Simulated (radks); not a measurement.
Results of a calculation; reference values are marked as such.
Valence configurations of Pt I (all share [Xe]). Code: a radial shooting solver on a logarithmic mesh with Libxc functionals. Model: scalar-relativistic Kohn-Sham, PBEsol, spin-polarised, spherical densities, point nucleus; open shells are filled with parallel spins first (spin-orbit coupling, left out, can overturn this in heavy ions). Energies are relative to 4f14 5d9 6s1; eigenvalues in eV for spin up.

\begin{tabular}{lrrrrrr}
valence & E (eV) & moment (Bohr magnetons) & e(4f) & e(5d) & e(6p) & e(6s) \\ \hline
4f14 5d9 6s1 & 0.000 & 2 & -70.125 & -6.522 & - & -6.137 \\
4f13 5d10 6s1 & 68.956 & 2 & -81.452 & -7.155 & - & -5.986 \\
4f14 5d8 6s2 & 0.875 & 2 & -73.043 & -8.620 & - & -6.820 \\
4f12 5d9 6s1 6p2 & 165.75 & 6 & -103.62 & -16.520 & -3.681 & -10.724 \\
4f11 5d9 6s1 6p3 & 270.78 & 8 & -121.60 & -21.917 & -4.817 & -12.830 \\
4f13.5 5d9.5 6s1 & 33.337 & 2 & -75.737 & -6.838 & - & -6.062 \\
4f14 5d8 6s1 6p1 & 5.447 & 4 & -74.781 & -10.451 & -2.495 & -8.531 \\
4f14 5d8 6p2 & 11.606 & 4 & -76.487 & -11.981 & -3.286 & - \\
4f14 5d7 6s2 6p1 & 7.969 & 4 & -78.046 & -12.757 & -2.741 & -9.270 \\
4f13.5 5d8 6s1 6p1.5 & 43.227 & 5 & -82.946 & -12.869 & -3.099 & -9.605 \\
\end{tabular}

NIST lists [Xe] 4f14 5d9 6s1 as the ground configuration; this level of theory agrees among the configurations tried. The energies are those of spherical high-spin densities, not of single terms.
